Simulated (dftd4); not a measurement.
Cl3Er (SMILES [Cl][Er]([Cl])[Cl]), quartet, geometry from GFN2-xTB (such geometries of metal compounds can be far from the true shape); D4 for pbe in dftd4 4.2.0.

Input for dftd4:
```
$ dftd4 mol.xyz --func pbe --charge 0 --json dftd4.json --noedisp --property

# file mol.xyz
4

Er     0.12289701     0.36847966     0.24914132
Cl     1.86868660    -0.78311988    -0.87755418
Cl    -0.95592314    -1.39457592     1.42011854
Cl    -1.40435151     0.70377715    -1.53912964
```

**Question.** Predict the main parts of the log of this dftd4 run.

**Answer.** 
```
                    ____  _____ _____     ____  _  _
      -------------|  _ \|  ___|_   _|---|  _ \| || |------------
     |             | | | | |_    | | ___ | | | | || |_           |
     |             | |_| |  _|   | ||___|| |_| |__   _|          |
     |             |____/|_|     |_|     |____/   |_|            |
     |             ===================================           |
     |            E. Caldeweyher, S. Ehlert & S. Grimme          |
     |          Mulliken Center for Theoretical Chemistry        |
     |                    University of Bonn                     |
      -----------------------------------------------------------

Rational (Becke-Johnson) damping: pbe-D4-ATM
---------------------
  s6         1.0000
  s8         0.9595
  s9         1.0000
  a1         0.3857
  a2         4.8069
 alp        16.0000
--------------------

Atomic data, radii in Ångström:
------------------------------------------------------
   Z          R(cov)      r4/r2   hardness         EN
------------------------------------------------------
  68 Er       1.9867     4.4852     0.2768     1.2400
  17 Cl       1.3200     1.9735     0.4312     3.1600
------------------------------------------------------

Atomic reference systems (in atomic units):
----------------------------------------------------------------------------
   Z        #      CN     q+Z       C6(AA)   #      CN     q+Z       C6(AA)
----------------------------------------------------------------------------
  68 Er     1  0.0000 40.0000    2657.4498   2  2.4804 40.8131     195.1722
  17 Cl     1  0.0000 17.0000      92.6806   2  0.8444 16.8495     101.8771
----------------------------------------------------------------------------

Atomic properties (in atomic units):
----------------------------------------------------------------------------
     #    Z              CN          q      C6(AA)        C8(AA)   alpha(0)
----------------------------------------------------------------------------
     1   68 Er       2.1715     1.1662    189.6782    40879.3015    30.6295
     2   17 Cl       0.7239    -0.3890    109.4393     4566.1966    15.9887
     3   17 Cl       0.7239    -0.3890    109.4393     4566.1966    15.9887
     4   17 Cl       0.7239    -0.3881    109.4088     4564.9234    15.9865
----------------------------------------------------------------------------

Molecular properties (in atomic units):
----------------------------------------
 molecular C6                1991.5252
 molecular C8              159443.8012
----------------------------------------

Dispersion energy:      -4.5259792635033E-03 Eh

[Info] JSON dump of results written to 'dftd4.json'
```
